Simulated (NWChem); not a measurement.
System: InH₂Br; SMILES [Br][InH2]

Here is an NWChem input.

```
start job
memory heap 200 mb stack 900 mb global 1100 mb
geometry units angstroms noautoz
  In     0.000000     0.000000    -1.070445
  H      0.000000     1.577743    -1.745513
  H      0.000000    -1.577743    -1.745513
  Br     0.000000     0.000000     1.433841
end
basis spherical
  * library def2-svpd
end
ecp
  In library def2-ecp
end
dft
  xc b3lyp
  iterations 150
end
tddft
  nroots 8
  notriplet
end
task tddft energy
```

Parts of the log:

```
             Northwest Computational Chemistry Package (NWChem) 7.3.0
             --------------------------------------------------------

 C2V symmetry detected

                             Geometry "geometry" -> ""
                             -------------------------

 Output coordinates in angstroms (scale by  1.889725989 to convert to a.u.)

  No.       Tag          Charge          X              Y              Z
 ---- ---------------- ---------- -------------- -------------- --------------
    1 In                  49.0000     0.00000000     0.00000000    -1.00348691
    2 H                    1.0000     0.00000000     1.57774300    -1.67855491
    3 H                    1.0000     0.00000000    -1.57774300    -1.67855491
    4 Br                  35.0000     0.00000000     0.00000000     1.50079909

 Effective nuclear repulsion energy (a.u.)     403.2178950601

      Symmetry information
      --------------------

 Group name             C2v
 Group number             16
 Group order               4
 No. of unique centers     3

                                 NWChem DFT Module
                                 -----------------

 Summary of "ao basis" -> "ao basis" (spherical)
 ------------------------------------------------------------------------------
       Tag                 Description            Shells   Functions and Types
 ---------------- ------------------------------  ------  ---------------------
 In                        def2-svpd                12       32   5s4p3d
 H                         def2-svpd                 4        8   2s2p
 Br                        def2-svpd                15       41   6s5p4d

      Symmetry analysis of basis
      --------------------------

        a1         40
        a2          9
        b1         18
        b2         22

            General Information
            -------------------
          SCF calculation type: DFT
          Wavefunction type:  closed shell.
          No. of atoms     :     4
          No. of electrons :    58
           Alpha electrons :    29
            Beta electrons :    29
          Charge           :     0
          Spin multiplicity:     1
          Use of symmetry is: off; symmetry adaption is: on
          Maximum number of iterations: 150
          AO basis - number of functions:    89
                     number of shells:    35
          Convergence on energy requested:  1.00D-06
          Convergence on density requested:  1.00D-05
          Convergence on gradient requested:  5.00D-04

              XC Information
              --------------
                         B3LYP Method XC Potential
                     Hartree-Fock (Exact) Exchange  0.200
                        Slater Exchange Functional  0.800 local
                    Becke 1988 Exchange Functional  0.720 non-local
              Lee-Yang-Parr Correlation Functional  0.810
                  VWN I RPA Correlation Functional  0.190 local

             Grid Information
             ----------------
          Grid used for XC integration:  medium
          Radial quadrature: Mura-Knowles
          Angular quadrature: Lebedev.
          Tag              B.-S. Rad. Rad. Pts. Rad. Cut. Ang. Pts.
          ---              ---------- --------- --------- ---------
          In                  1.55      123          13.0       590
          H                   0.35       45          12.0       434
          Br                  1.15      112          13.0       590
          Grid pruning is: on
          Number of quadrature shells:   325
          Spatial weights used:  Erf1

      Superposition of Atomic Density Guess
      -------------------------------------

 Sum of atomic energies:       -2791.13556630

      Non-variational initial energy
      ------------------------------

 Total energy =   -2762.433853
 1-e energy   =   -4274.159134
 2-e energy   =    1332.858055
 HOMO         =      -0.332534
 LUMO         =      -0.009708

      Symmetry analysis of molecular orbitals - initial
      -------------------------------------------------

  Numbering of irreducible representations:

     1 a1          2 a2          3 b1          4 b2

  Orbital symmetries:

     1 a1          2 a1          3 a1          4 b2          5 b1
     6 a1          7 a1          8 b2          9 b1         10 a1
    11 b2         12 a1         13 b1         14 a1         15 b2
    16 b1         17 a1         18 a2         19 a1         20 a1
    21 b2         22 a2         23 b1         24 a1         25 a1
    26 b2         27 b1         28 a1         29 b2         30 b1
    31 a1         32 a1         33 a1         34 a1         35 b2
    36 a2         37 b1         38 b2         39 b1

   convergence    iter        energy       DeltaE   RMS-Dens  Diis-err
 ---------------- ----- ----------------- --------- --------- ---------
 d= 0,ls=0.0,diis     1  -2765.2662425802 -2.94D+03  1.40D-02  2.79D-01

 !! scf_movecs_sym_adapt:    2 vectors were symmetry contaminated

  Symmetry fudging
 d= 0,ls=0.0,diis     2  -2765.2568681980  9.37D-03  7.05D-03  3.42D-01
 d= 0,ls=0.0,diis     3  -2765.3025645510 -4.57D-02  1.48D-03  1.36D-02
 d= 0,ls=0.0,diis     4  -2765.3044936530 -1.93D-03  2.71D-04  1.94D-04
 d= 0,ls=0.0,diis     5  -2765.3045174421 -2.38D-05  7.49D-05  5.47D-05
  Resetting Diis
 d= 0,ls=0.0,diis     6  -2765.3045249292 -7.49D-06  9.23D-06  2.30D-07
 d= 0,ls=0.0,diis     7  -2765.3045249627 -3.35D-08  3.54D-06  1.90D-08

         Total DFT energy =    -2765.304524962734
      One electron energy =    -4275.245340189843
           Coulomb energy =     1439.946685012144
    Exchange-Corr. energy =     -108.873096446277
 Nuclear repulsion energy =      178.867226661242

 Numeric. integr. density =       57.999977130935

                  Occupations of the irreducible representations
                  ----------------------------------------------

                     irrep           alpha         beta
                     --------     --------     --------
                     a1               14.0         14.0
                     a2                2.0          2.0
                     b1                6.0          6.0
                     b2                7.0          7.0

                       DFT Final Molecular Orbital Analysis
                       ------------------------------------

 Vector   27  Occ=2.000000D+00  E=-3.206886D-01  Symmetry=a1
              MO Center= -2.1D-10, -5.5D-11,  5.4D-01, r^2= 3.9D+00
   Bfn.  Coefficient  Atom+Function         Bfn.  Coefficient  Atom+Function
  ----- ------------  ---------------      ----- ------------  ---------------
    63      0.446472  4 Br pz                66      0.431846  4 Br pz
    14     -0.305960  1 In pz                60     -0.295403  4 Br pz
     4      0.154090  1 In s                 33      0.149553  2 H  s
    41      0.149553  3 H  s                 20      0.127095  1 In d  0
    57      0.096070  4 Br pz                11      0.094051  1 In pz

[...]

                                NWChem TDDFT Module
                                -------------------

            General Information
            -------------------
           No. of orbitals :     178
            Alpha orbitals :      89
             Beta orbitals :      89
        Alpha frozen cores :       0
         Beta frozen cores :       0
     Alpha frozen virtuals :       0
      Beta frozen virtuals :       0
         Spin multiplicity :       1
    Number of AO functions :      89
        Use of symmetry is : off
      Symmetry adaption is : on
         Schwarz screening :  0.10D-07

              XC Information
              --------------
                  B3LYP Method XC Potential
              Hartree-Fock (Exact) Exchange   0.20
                 Slater Exchange Functional   0.80 local
             Becke 1988 Exchange Functional   0.72 non-local
       Lee-Yang-Parr Correlation Functional   0.81
           VWN I RPA Correlation Functional   0.19 local

             TDDFT Information
             -----------------
          Calculation type : TDDFT
         Wavefunction type : Restricted singlets
          No. of electrons :      58
           Alpha electrons :      29
            Beta electrons :      29
              No. of roots :       8
          Max subspacesize :    5600
            Max iterations :     100
               Target root :       1
           Target symmetry : none
      Symmetry restriction : off
                 Algorithm : Optimal
        Davidson threshold :  0.10D-03

    8 smallest eigenvalue differences (eV)
--------------------------------------------------------
  No. Spin  Occ  Vir  Irrep   E(Occ)    E(Vir)   E(Diff)
--------------------------------------------------------
    1    1   29   30 a2       -0.279    -0.087     5.237
    2    1   28   30 a1       -0.293    -0.087     5.607
    3    1   29   31 b2       -0.279    -0.048     6.300
    4    1   27   30 b1       -0.321    -0.087     6.359
    5    1   28   31 b1       -0.293    -0.048     6.670
    6    1   26   30 a2       -0.334    -0.087     6.727
    7    1   27   31 a1       -0.321    -0.048     7.422
    8    1   29   32 b2       -0.279    -0.007     7.426
--------------------------------------------------------

  Entering Davidson iterations
  Restricted singlet excited states

  Iter   NTrls   NConv    DeltaV     DeltaE      Time
  ----  ------  ------  ---------  ---------  ---------
    1      8       0     0.21E+00   0.10+100        7.5
    2     24       0     0.41E-01   0.27E-01        9.7
    3     40       0     0.19E-01   0.94E-03        9.6
    4     56       0     0.44E-01   0.24E-02        9.7
    5     72       1     0.64E-02   0.17E-02        9.8
    6     86       4     0.16E-02   0.22E-04        9.3
    7     94       6     0.45E-03   0.64E-06        7.6
    8     98       7     0.14E-03   0.50E-07        6.5
    9    100       8     0.80E-04   0.48E-08        5.9
  ----  ------  ------  ---------  ---------  ---------
  Convergence criterion met

  Ground state a1      -2765.304524962734 a.u.

  ----------------------------------------------------------------------------
  Root   1 singlet a2             0.156096110 a.u.                4.2476 eV
  ----------------------------------------------------------------------------
     Transition Moments    X  0.00000   Y -0.00000   Z -0.00000
     Dipole Oscillator Strength                    0.0000000000
     Electric Quadrupole                           0.0000000147
     Magnetic Dipole                               0.0000006859
     Total Oscillator Strength                     0.0000007006

     Occ.   29  b2  ---  Virt.   30  b1   0.99875 X
  ----------------------------------------------------------------------------
  Root   2 singlet a1             0.180881544 a.u.                4.9220 eV
  ----------------------------------------------------------------------------
     Transition Moments    X -0.00000   Y  0.00000   Z  0.50087
     Dipole Oscillator Strength                    0.0302525180
     Electric Quadrupole                           0.0000000420
     Magnetic Dipole                               0.0000000000
     Total Oscillator Strength                     0.0302525600

     Occ.   27  a1  ---  Virt.   31  a1   0.19147 X
     Occ.   27  a1  ---  Virt.   32  a1   0.05003 X
     Occ.   28  b1  ---  Virt.   30  b1   0.97646 X
     Occ.   29  b2  ---  Virt.   37  b2  -0.05237 X
  ----------------------------------------------------------------------------
  Root   3 singlet b1             0.196935976 a.u.                5.3589 eV
  ----------------------------------------------------------------------------
     Transition Moments    X -0.19520   Y  0.00000   Z -0.00000
     Dipole Oscillator Strength                    0.0050028249
     Electric Quadrupole                           0.0000001822
     Magnetic Dipole                               0.0000032899
     Total Oscillator Strength                     0.0050062970

     Occ.   27  a1  ---  Virt.   30  b1   0.99839 X
  ----------------------------------------------------------------------------
  Root   4 singlet b2             0.198175569 a.u.                5.3926 eV
  ----------------------------------------------------------------------------
     Transition Moments    X -0.00000   Y -0.52185   Z  0.00000
     Dipole Oscillator Strength                    0.0359797096
     Electric Quadrupole                           0.0000000224
     Magnetic Dipole                               0.0000000014
     Total Oscillator Strength                     0.0359797334

     Occ.   26  b2  ---  Virt.   31  a1   0.14836 X
     Occ.   29  b2  ---  Virt.   31  a1   0.97992 X
     Occ.   29  b2  ---  Virt.   32  a1   0.10931 X
  ----------------------------------------------------------------------------
  Root   5 singlet b1             0.208069086 a.u.                5.6619 eV
  ----------------------------------------------------------------------------
     Transition Moments    X  0.38571   Y -0.00000   Z  0.00000
     Dipole Oscillator Strength                    0.0206368230
     Electric Quadrupole                           0.0000000408
     Magnetic Dipole                               0.0000000011
     Total Oscillator Strength                     0.0206368649

     Occ.   28  b1  ---  Virt.   31  a1  -0.99556 X
     Occ.   28  b1  ---  Virt.   32  a1  -0.05426 X
  ----------------------------------------------------------------------------
  Root   6 singlet a2             0.208372434 a.u.                5.6701 eV
  ----------------------------------------------------------------------------
     Transition Moments    X -0.00000   Y -0.00000   Z  0.00000
     Dipole Oscillator Strength                    0.0000000000
     Electric Quadrupole                           0.0000002003
     Magnetic Dipole                               0.0000023128
     Total Oscillator Strength                     0.0000025131

     Occ.   26  b2  ---  Virt.   30  b1  -0.99928 X
  ----------------------------------------------------------------------------
  Root   7 singlet b2             0.241555091 a.u.                6.5731 eV
  ----------------------------------------------------------------------------
     Transition Moments    X -0.00000   Y -0.12439   Z -0.00000
     Dipole Oscillator Strength                    0.0024915846
     Electric Quadrupole                           0.0000003164
     Magnetic Dipole                               0.0000039537
     Total Oscillator Strength                     0.0024958547

     Occ.   26  b2  ---  Virt.   31  a1  -0.15345 X
     Occ.   29  b2  ---  Virt.   31  a1  -0.08679 X
     Occ.   29  b2  ---  Virt.   32  a1   0.97976 X
     Occ.   29  b2  ---  Virt.   33  a1   0.07502 X
  ----------------------------------------------------------------------------
  Root   8 singlet b1             0.256098783 a.u.                6.9688 eV
  ----------------------------------------------------------------------------
     Transition Moments    X  0.38873   Y  0.00000   Z -0.00000
     Dipole Oscillator Strength                    0.0257993894
     Electric Quadrupole                           0.0000001896
     Magnetic Dipole                               0.0000001118
     Total Oscillator Strength                     0.0257996908

     Occ.   28  b1  ---  Virt.   31  a1   0.05568 X
     Occ.   28  b1  ---  Virt.   32  a1  -0.99453 X
     Occ.   28  b1  ---  Virt.   33  a1  -0.07214 X

              Target root =      1
          Target symmetry = none
      Ground state energy =  -2765.304524962734
        Excitation energy =      0.156096109629
     Excited state energy =  -2765.148428853105

  stored tddft:energy   -2765.1484288531046
```

Level: B3LYP/def2-SVPD with def2 effective core potentials on In, full TDDFT. Coordinates come from a PBE0/def2-SVP optimisation. def2 effective core potentials on In; no spin-orbit coupling.
